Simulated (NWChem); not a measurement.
Molecule: BN2H4Cl; SMILES NB(N)Cl

```xyz
8

B      0.0000     0.0000     0.4472
Cl     0.0000     0.0000    -1.3584
N      0.0000    -1.2544     1.1039
H      0.0000    -1.3655     2.1161
H      0.0000    -2.1293     0.5851
N      0.0000     1.2544     1.1039
H      0.0000     1.3655     2.1161
H      0.0000     2.1293     0.5851
```
Atoms are numbered in this order, from 1.

Results from NWChem. Medium grid unless said otherwise, to which SCAN and Minnesota functionals are sensitive. All runs use the structure optimised with PBE-D3(BJ)/def2-SVP. Total energies of different functionals are on different scales.

```json
[
 {"level": "B3LYP/def2-SVP", "energy (Ha)": "-596.8703", "highest occupied level (eV)": "-6.70", "orbital gap (eV)": "7.92", "dipole (D)": "2.84"},
 {"level": "PBE/def2-SVP", "energy (Ha)": "-596.4860", "highest occupied level (eV)": "-5.49", "orbital gap (eV)": "6.19", "dipole (D)": "2.86"},
 {"level": "LDA (Slater exchange, VWN5)/def2-SVP", "energy (Ha)": "-594.1822", "highest occupied level (eV)": "-5.61", "orbital gap (eV)": "6.22", "dipole (D)": "2.89"},
 {"level": "LC-wPBE (HJS exchange hole, range parameter 0.4 per bohr)/def2-SVP", "energy (Ha)": "-596.6106", "highest occupied level (eV)": "-9.93", "orbital gap (eV)": "13.83", "dipole (D)": "3.00"},
 {"level": "SCAN/def2-SVP", "energy (Ha)": "-596.8285", "highest occupied level (eV)": "?", "orbital gap (eV)": "?", "dipole (D)": "?"},
 {"level": "revPBE/def2-SVP", "energy (Ha)": "-596.7226", "highest occupied level (eV)": "-5.46", "orbital gap (eV)": "6.21", "dipole (D)": "2.87"},
 {"level": "RPBE/def2-SVP", "energy (Ha)": "-596.8052", "highest occupied level (eV)": "-5.46", "orbital gap (eV)": "6.11", "dipole (D)": "2.86"},
 {"level": "HCTH/407/def2-SVP", "energy (Ha)": "-596.9035", "highest occupied level (eV)": "-5.69", "orbital gap (eV)": "6.17", "dipole (D)": "2.89"},
 {"level": "M06/def2-SVP", "energy (Ha)": "-596.7542", "highest occupied level (eV)": "-7.20", "orbital gap (eV)": "8.48", "dipole (D)": "2.81"},
 {"level": "BP86/def2-SVP", "energy (Ha)": "-596.8914", "highest occupied level (eV)": "-5.60", "orbital gap (eV)": "6.42", "dipole (D)": "2.88"}
]
```

Task: Fill in the missing entries.

Result: 
- SCAN/def2-SVP, highest occupied level (eV): -5.93
- SCAN/def2-SVP, orbital gap (eV): 7.47
- SCAN/def2-SVP, dipole (D): 2.96
